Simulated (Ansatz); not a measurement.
The cluster CaO₂H₂⁺, relaxed as a doublet with UKS PBE0-D4/def2-TZVP in Ansatz, starting from the PBE0-D4/def2-TZVP geometry of the neutral singlet. Force threshold 0.02 eV/Å.

The relaxation made no stability test and no search for a lower SCF solution. The structure comes from a short search, and lower isomers may exist.

Start:

Cartesian coordinates in Å:
```
Ca -0.0539 0.1083 0.1719
O -1.7241 0.5691 -0.8797
O 1.7160 -0.5529 0.9055
H 2.5547 -0.8854 1.2108
H -2.4927 0.7608 -1.4085
```

```csv
step,energy (eV),largest force component (eV/Å),SCF passes
1,-22551.0043,0.576,83
2,-22551.0693,0.099,39
3,-22551.0711,0.005,40
```

Force components are those of the run's own axes.

End:

```xyz
5

Ca   -0.0575    0.1157    0.1836
O    -1.7763    0.5849   -0.9094
O     1.7696   -0.5715    0.9307
H     2.6180   -0.9080    1.2395
H    -2.5538    0.7789   -1.4444
```

By distances, no bond broke or formed. The bond that changes most is Ca1–O2, from 2.03 to 2.09 Å (atoms count from 1).

No frequencies were taken in this run, so the end may be a saddle point.

It took 4.3 s on 4 threads of Intel Xeon 6975P-C on a shared host.
